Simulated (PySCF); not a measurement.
# Ne+: excitation energy

Ne+ [He] 2s2 2p5 (2P) → Ne+ [He] 2s1 2p6 (2S), as a difference of total energies. Computed with PySCF 2.14 in dyall-acv3z (15s9p4d2f, 76 functions), with scalar relativity by spin-free X2C-1e. Correlated levels: valence: 1s2 frozen; valence and next inner shell: nothing frozen; virtual orbitals above 40 to 60 times the deepest correlated orbital energy dropped. The calculations carry no spin-orbit coupling.

Question: Order these methods by the excitation energy they give, lowest first.
A. PBE0
B. BHandHLYP
C. LDA
D. PBE

Answer: C (22.864 eV), D (23.656 eV), A (25.167 eV), B (26.515 eV).

Errors of the correlated levels include the incompleteness of this basis and the frozen core.

For comparison: 26.878 eV (measured; NIST levels, between the centres of gravity of the two terms).
